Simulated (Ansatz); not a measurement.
```yaml
crystal:
  periodic: [false, false, false]
  atoms:
    - {symbol: Ge, position_ang: [-0.507417, -1.291695, 0.335258]}
    - {symbol: F, position_ang: [0.035635, -2.331460, 1.715440]}
    - {symbol: F, position_ang: [-1.590399, -2.328564, -0.322087]}
    - {symbol: Se, position_ang: [-1.320168, 0.775667, 1.078063]}
    - {symbol: Ge, position_ang: [0.492139, 1.369670, -0.384732]}
    - {symbol: F, position_ang: [-0.025955, 2.336520, -1.749582]}
    - {symbol: F, position_ang: [1.609314, 2.338449, 0.416314]}
    - {symbol: Se, position_ang: [1.311474, -0.715066, -0.991225]}
basis:
  gaussian: {orbitals: aug-cc-pVDZ}
hamiltonian: {xc: {name: wB97}}
scf: {lower_state_search: off}
```

```sh
$ ansatz run in.yaml --threads 4 --pin off --events-out ev --progress --plain --max-ram 4787MiB
```

Shortened log:

```
Functional definition: wB97
2488 factors; their error is unknown
876 factors; integrals over basis functions are off by at most 1.6e-5 eV
mean field evaluation 1: about -254615.8110 eV, gradient 6.6e1 eV
mean field evaluation 2: about -254612.5654 eV, gradient 8.6e1 eV
mean field evaluation 4: about -254623.3280 eV, gradient 2.5e0 eV
mean field evaluation 8: about -254623.3398 eV, gradient 5.8e-2 eV
mean field evaluation 16: about -254623.2557 eV, gradient 1.9e-4 eV
mean field -254623.25573992 eV, -9357.2320586006 hartree, gradient 3.1e-6 eV, S^2 0.000000; 0 other end points of the search recorded, 0 dependent functions left out
reference -254623.25571753 eV, -9357.2320577776 hartree; 84, 84 occupied and 152, 152 virtual orbitals, 2488 factors
Total energy: -254623.25571753 eV, -9357.2320577776 hartree
Checks for a lower state left out: stability, starts, cluster_reference, orbital_swaps, neighbouring_geometries, increment
```

Run time 9.5 s (4 threads of Arm Neoverse V2 on a shared host), peak host memory 0.94 GiB.
